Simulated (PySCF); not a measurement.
# Frontier orbitals and the lowest excitations

N-formylpyrrolidine, C₅H₉NO.
SMILES with atom numbers: `[O:1]=[CH:2][N:3]1[CH2:4][CH2:5][CH2:6][CH2:7]1` (hydrogens: H8 on C2; H9, H10 on C4; H11, H12 on C5; H13, H14 on C6; H15, H16 on C7)

Geometry (GFN2-xTB, Å), atoms numbered from 1 in this order:
```xyz
16
C5H9NO angstrom
O      2.723    1.389    0.139
C      2.185    0.335   -0.109
N      0.870    0.109   -0.034
C     -0.074    1.143    0.357
C     -1.432    0.563   -0.028
C     -1.217   -0.939    0.156
C      0.208   -1.139   -0.359
H      2.746   -0.564   -0.430
H     -0.004    1.316    1.437
H      0.168    2.078   -0.153
H     -2.238    0.952    0.590
H     -1.654    0.784   -1.072
H     -1.271   -1.196    1.215
H     -1.941   -1.541   -0.388
H      0.210   -1.296   -1.446
H      0.713   -1.985    0.113
```

Level of theory: PySCF 2.14.0, density-fitted response routines, TDDFT B3LYP/def2-SVPD, vertical, gas phase, core orbitals frozen in the response.

Frontier orbitals with the atoms that hold most of them (Löwdin shares over 4%, at most four atoms; ? is withheld):

```tsv
orbital	ε (eV)	atoms
HOMO-3	-10.01	C5 25%, C4 24%, C6 23%, H14 9%
HOMO-2	-9.61	C5 22%, C6 18%, H12 13%, H13 10%
HOMO-1	-7.05	?
HOMO	-6.82	N3 41%, O1 25%, C7 7%, C2 7%
LUMO	0.11	?
LUMO+1	0.18	C2 16%, O1 12%, H15 12%, C7 10%
LUMO+2	0.89	H16 13%, H8 12%, C7 11%, H11 10%
```

Question: Which atoms hold the HOMO-1, and with what shares?

Answer: O1 (bonded to C) 69%; C2 (bonded to N, O and H) 14%; H8 (bonded to C) 7%; N3 (bonded to 3 C) 5%.

Question: Give the leading atoms of the LUMO.

Answer: C2 (bonded to N, O and H) 17%; O1 (bonded to C) 12%; H16 (bonded to C) 9%; N3 (bonded to 3 C) 8%.

Question: The HOMO–LUMO gap is 6.93 eV. Where does the response calculation put the lowest singlet, and from which orbitals?

Answer: S1 is at 5.50 eV (f = 0.0019), 1.43 eV below the gap, made of HOMO-1→LUMO (52%), HOMO-1→LUMO+1 (42%). Its leading pair isn't HOMO and LUMO; the energies of that pair differ by 7.15 eV. Without the coupling terms of the response equations the lowest excitation would equal the gap.

Next come S2 at 6.09 eV (f 0.012), HOMO→LUMO (59%), HOMO→LUMO+1 (39%); S3 at 6.38 eV (f 0.069), HOMO→LUMO+1 (34%), HOMO-1→LUMO+1 (20%), HOMO→LUMO (20%); S4 at 6.56 eV (f 0.093), HOMO-1→LUMO+1 (33%), HOMO-1→LUMO (24%), HOMO→LUMO+1 (21%); S5 at 6.87 eV (f 0.0018), HOMO→LUMO+2 (95%).

Löwdin shares depend on the basis, the more so with diffuse functions.

One conformer stands for the species.
